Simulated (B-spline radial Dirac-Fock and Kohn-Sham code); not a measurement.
## Binding energies of Ir⁶⁷⁺

System: the Ir⁶⁷⁺ ion, [He] 2s2 2p6; nuclear rms radius 5.4032 fm (A = 193).

Input file task.json (cfg lists n, l and occupation; rrms is the nuclear radius in fm):

```json
{"items": [{
  "Z": 77,
  "q": 67,
  "cfg": [[1, 0, 2], [2, 0, 2], [2, 1, 6]],
  "A": 193,
  "rrms": 5.4032,
  "do": ["binding"]
}]}
```

Run with: `python xray_run.py task.json out`

Level of theory: Dirac-Fock (average of configuration) total-energy differences with a finite nucleus, the Breit interaction including its frequency dependence, and self-energy and vacuum-polarisation corrections; a B-spline atomic structure program. The model has no electron correlation. Energies are counted from the vacuum level.

All terms are in eV, carry their sign (relaxation lowers the binding energy) and add up to the binding energy; ⟨r⟩ is the mean radius of the orbital in the initial state.

```
subshell  −ε (Koopmans)  relaxation    Gaunt  retardation  self-energy  vacuum polarisation  binding energy  ⟨r⟩ (bohr)
       K        82745.7      -24.30  -272.97        22.55      -172.60                34.18         82332.5       0.017
      L1        19276.9       -2.71   -29.97         1.73       -26.57                 4.93         19224.3       0.072
      L2        18766.5       -4.47   -52.66         4.99        -1.05                 0.33         18713.7       0.059
      L3        17076.6       -3.11   -34.46         7.46        -2.59                -0.10         17043.8       0.067
```

For the deepest level, K (1s), the Breit terms make up -0.304 % of the binding energy, QED -0.168 % and orbital relaxation -0.030 %.

Spin-orbit splittings: 2p 1669.9 eV.

Going to the tabulated ground configuration of the next ion removes an electron from L3 (2p3/2), computed at 17043.8 eV. NIST lists 17040 ± 40 eV as the ionisation energy of this species (theoretical), -3.80 eV from the computed value, within the stated uncertainty.
